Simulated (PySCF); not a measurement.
# Ba: excitation energy

Ba [Xe] 6s2 (1S) → Ba [Xe] 6s1 6p1 (3P), as a difference of total energies. All numbers are calculated (PySCF 2.14, the spin-free X2C one-electron Hamiltonian (Gaussian nucleus), in aug-cc-pVTZ-X2C). Correlated levels: valence: [Xe] frozen. The calculations carry no spin-orbit coupling.

```
           method  excitation energy (eV)  error (eV)
              UHF                   0.791      -0.831
    MP2 (valence)                   1.221      -0.401
SCS-MP2 (valence)                   1.341      -0.281
   CCSD (valence)                   1.346      -0.276
```

Reference: 1.622 eV (measured; NIST levels, between the centres of gravity of the two terms).

Errors of the correlated levels include the incompleteness of this basis and the frozen core.

With two correlated electrons CCSD is exact in that space.
